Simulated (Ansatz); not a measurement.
The same ligand exchange along the group B, Al, Ga, In.

Calculated with Ansatz (gas phase, PBE0-D4/def2-TZVP geometries, no zero-point term in ΔE). CBS: MP2 limit from def2 TZ/QZ plus the TZ coupled-cluster correction, frozen cores. This one scheme is used for every species. For Ga outer-core shells are correlated without core-valence functions, which leaves a few kJ/mol of doubt a bond. Scalar relativity is left out up to krypton. One conformer a species, not always the lowest.

**Question.** Order these by ΔE at CCSD(T)/CBS, lowest first. (Best estimate.)
A. `[OH][Al]([Cl])[O][SiH3]` + `O[SiH2]S` → `O[SiH2]S[SiH3]` + `[OH][Al]([OH])[Cl]`
B. `OB(Cl)O[SiH3]` + `O[SiH2]S` → `O[SiH2]S[SiH3]` + `OB(O)Cl`
C. `[OH][Ga]([Cl])[O][SiH3]` + `O[SiH2]S` → `O[SiH2]S[SiH3]` + `[OH][Ga]([OH])[Cl]`

**Answer.** B (+0.28 eV), C (+0.38 eV), A (+0.47 eV).

Largest T1 diagnostic: 0.013, for `[OH][Ga]([OH])[Cl]`.
